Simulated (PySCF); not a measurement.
VOF2, SMILES [O]=[V+]([F])[F], charge +1, multiplicity 1. Atoms are numbered in the order given.

```xyz
4

V     -0.2763    -0.0418     0.0000
O      0.2733    -1.4589     0.0000
F      0.2315     0.7018     1.4024
F      0.2315     0.7018    -1.4024
```
Charge +1, spin multiplicity 1.

Geometry optimised at B3LYP-D3(BJ)/def2-SVP. The multiplicity is an assumed one; other spin states were not compared. The isomer is the one that the SMILES or the coordinates give; other isomers of the formula were not compared.

These are PBE/def2-TZVPD run with PySCF values and carry that method's errors.

Symmetry labels are those of the subgroup Cs that the program uses (full group Cs).

List the valence orbital energies around the gap with their symmetry. (The exact figures need the calculation; the answer reports its results.)


```
orbital  symmetry  energy (eV)
-------  --------  -----------
HOMO−7         A'       -19.36
HOMO−6         A"       -18.79
HOMO−5         A'       -18.66
HOMO−4         A'       -18.46
HOMO−3         A"       -17.67
HOMO−2         A'       -17.37
HOMO−1         A'       -16.87
HOMO           A"       -16.41
LUMO           A'       -13.01
LUMO+1         A"       -12.44
LUMO+2         A'       -11.71
LUMO+3         A"       -10.21
```
